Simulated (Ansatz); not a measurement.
Results of the Gaussian-basis code of Ansatz.

Basis-set series for `[SnH3]` radical. Total charge 0; spin multiplicity 2. Sn takes the def2 core potential. The geometry is a stationary point of PBE0-D4/def2-TZVP.

| functional | basis | functions | energy (Eh) | HOMO (eV) | LUMO (eV) |
| --- | --- | --- | --- | --- | --- |
| PBE0-D4 | def2-SVP | 41 | -216.03320 | -6.09 | -2.99 |
| PBE0-D4 | def2-TZVPP | 92 | -216.04325 | -6.14 | -3.05 |
| ωB97M-V | def2-SVP | 41 | -215.96497 | -8.05 | -1.21 |
| ωB97M-V | def2-TZVPP | 92 | -215.97741 | -8.13 | -1.37 |

Question: Give the rows for def2-QZVPP. (An estimate is asked.)

Answer: The calculation gave: 
| functional | basis | functions | energy (Eh) | HOMO (eV) | LUMO (eV) |
| --- | --- | --- | --- | --- | --- |
| PBE0-D4 | def2-QZVPP | 172 | -216.04521 | -6.14 | -3.05 |
| ωB97M-V | def2-QZVPP | 172 | -215.97951 | -8.14 | -1.39 |

HOMO and LUMO are taken over both spins.
